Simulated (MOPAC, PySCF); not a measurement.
C$_{2}$H$_{6}$Si, SMILES `C=[SiH]C`, neutral singlet in the gas phase. 

Z-matrix (Å, degrees):
```
Si
C 1 1.7003
H 2 1.0823 1 121.95
H 2 1.0826 3 115.37 1 -179.99
H 1 1.4767 2 120.80 3 0.08
C 1 1.8648 5 114.53 2 179.96
H 6 1.0905 1 110.15 5 179.89
H 6 1.0920 7 108.52 1 121.65
H 6 1.0920 7 108.46 8 116.49
```
Charge 0, spin multiplicity 1.

All levels are single points at this geometry (B3LYP-D3(BJ)/def2-TZVP); Pople sets use spherical d functions. Orbital energies aren't observables, and empty levels follow the basis.

SVWN5/6-31G* in PySCF gives gap (eV) = 3.90.

### Question
Estimate the gap (eV) from each of these levels: B3LYP-D3(BJ)/def2-TZVP in PySCF; B3LYP/6-31G* in PySCF; BP86/6-31G* in PySCF; PBE/6-31G* in PySCF; HF/6-31G* in PySCF; AM1 in MOPAC; PM3 in MOPAC; PM7 in MOPAC.

### Answer

```tsv
level	gap (eV)
B3LYP-D3(BJ)/def2-TZVP in PySCF	5.18
B3LYP/6-31G* in PySCF	5.40
BP86/6-31G* in PySCF	3.94
PBE/6-31G* in PySCF	3.94
HF/6-31G* in PySCF	11.22
AM1 in MOPAC	8.68
PM3 in MOPAC	8.02
PM7 in MOPAC	8.55
```
